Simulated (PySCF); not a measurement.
BClH₂O₂, SMILES OB(O)Cl.

Geometry optimised at r2SCAN-D4/def2-SVP. One conformer was computed; it need not be the lowest.

The numbers are results of PySCF with r2SCAN-D4/def2-SVP, not measurements.

Frequencies are harmonic and unscaled.

```tsv
mode	ν (cm⁻¹)	IR (km/mol)	Raman (Å⁴/amu)	depolarisation	moving atoms (share of kinetic energy)
1	343	5.4	1.5	0.72	O 58 %, Cl 19 %, B 12 %, H 10 %
2	400	17.6	1.4	0.57	O 53 %, Cl 30 %, H 15 %
3	481	173.7	0.8	0.75	H 87 %, B 11 %
4	540	22.9	1.6	0.75	H 75 %, B 14 %, O 10 %
5	617	82.5	1.2	0.75	B 59 %, H 22 %, O 18 %
6	652	68.0	5.4	0.13	O 39 %, Cl 25 %, B 21 %, H 15 %
7	994	128.5	2.4	0.50	H 70 %, O 27 %
8	1013	107.1	2.7	0.45	H 69 %, O 30 %
9	1293	450.6	2.1	0.24	B 60 %, O 22 %, H 17 %
10	1496	351.6	0.3	0.06	B 72 %, O 25 %
11	3845	95.2	104.2	0.29	H 94 %
12	3873	96.5	66.7	0.27	H 94 %
```
